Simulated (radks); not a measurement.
Results of a calculation; reference values are marked as such.
Species: Cr2+. Configuration: [Ar] 3d4. Code: a radial shooting solver on a logarithmic mesh with Libxc functionals. Model: non-relativistic Kohn-Sham, exchange-only LDA, spin-polarised, spherical densities, point nucleus; open shells are filled with parallel spins first.

Unscreened Slater integrals over Kohn-Sham orbitals (cm^-1). They are taken over the spin-up orbitals.

F0(3d,3d): 167300
F2(3d,3d): 76486
F4(3d,3d): 47398
F0(3d,3p): 184350
F2(3d,3p): 86197
G1(3d,3p): 107260
G3(3d,3p): 64520
F0(3d,3s): 188660
G2(3d,3s): 80913
F0(3d,2p): 236490
F2(3d,2p): 41749
G1(3d,2p): 29782
G3(3d,2p): 16884
F0(3p,3p): 206660
F2(3p,3p): 103210
F0(3p,3s): 212030
G1(3p,3s): 140430
F0(3p,2p): 281750
F2(3p,2p): 55009
G0(3p,2p): 21489
G2(3p,2p): 22402
F0(3s,3s): 217910
F0(3s,2p): 290600
G1(3s,2p): 23670
F0(2p,2p): 766610
F2(2p,2p): 360420

Derived for the open shells (J is the average intra-shell exchange parameter used in DFT+U). 3d: Racah B = F2/49 - 5 F4/441 = 1024 cm^-1, C = 35 F4/441 = 3762 cm^-1, C/B = 3.68, F4/F2 = 0.620, J = (F2 + F4)/14 = 8849 cm^-1.
